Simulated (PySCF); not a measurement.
CH5BN2.
SMILES: `[BH2-]([NH3+])C#N`

The closed-shell SCF was solved with PySCF and density fitting under several settings on one GFN2-xTB geometry (grid level 2 and gas phase unless stated).

| settings | basis functions | SCF cycles | E (Eh) | HOMO (eV) | LUMO (eV) | dipole (D) |
| --- | --- | --- | --- | --- | --- | --- |
| PBE0/pcSseg-1 | 93 | 13 | -175.2491 | -8.14 | -0.33 | 7.43 |
| PBE0/def2-SVPD | 120 | 13 | -175.1487 | -8.21 | -0.71 | 7.31 |
| WP04/def2-SVPD, energy threshold 1e-11 Eh | 120 | 11 | -179.5779 | -9.31 | -2.19 | 7.31 |

**Question.** Estimate the row for these settings: PBE0/6-31++G**, start guess atom.

**Answer.** 
| settings | basis functions | SCF cycles | E (Eh) | HOMO (eV) | LUMO (eV) | dipole (D) |
| --- | --- | --- | --- | --- | --- | --- |
| PBE0/6-31++G**, start guess atom | 102 | 10 | -175.2797 | -8.17 | -1.14 | 7.47 |

**Question.** Over all rows, what range does the HOMO–LUMO gap span?

**Answer.** From 7.03 eV (PBE0/6-31++G**, start guess atom) to 7.81 eV (PBE0/pcSseg-1).

**Question.** And the dipole moment?

**Answer.** From 7.31 D to 7.47 D; the largest is 1.02 times the smallest, and the median is 7.37 D.

**Question.** Compare two rows with the functional PBE0: PBE0/6-31++G**, start guess atom and PBE0/def2-SVPD. Which energy is lower, and by how much?

**Answer.** PBE0/6-31++G**, start guess atom (102 functions) lies 0.1310 Eh or 82 kcal/mol below PBE0/def2-SVPD (120 functions). The smaller set gives the lower energy; the two sets aren't nested, so the variational bound doesn't order them by size.

Whole jobs, the steps after the SCF included, on an Intel Xeon Platinum 8488C with one thread, shared host:

| settings | work after the SCF | wall time | peak memory |
| --- | --- | --- | --- |
| PBE0/pcSseg-1 | shieldings, charges and field gradients | 5.5 s | 0.42 GiB |
| PBE0/def2-SVPD | 6 singlets by full TDDFT, 2 Tamm–Dancoff triplets, polarisability | 6.2 s | 0.53 GiB |
| WP04/def2-SVPD, energy threshold 1e-11 Eh | 6 singlets by full TDDFT, 5 Tamm–Dancoff triplets, polarisability | 6.4 s | 0.53 GiB |
| PBE0/6-31++G**, start guess atom | spin–spin couplings from 9 perturbed nuclei | 8.2 s | 0.47 GiB |

Cycle counts include a coarse-grid stage where the run had one. All basis functions are spherical, in the Pople sets too. WP04 was designed for NMR shieldings or shifts; total energies of different functionals aren't comparable.
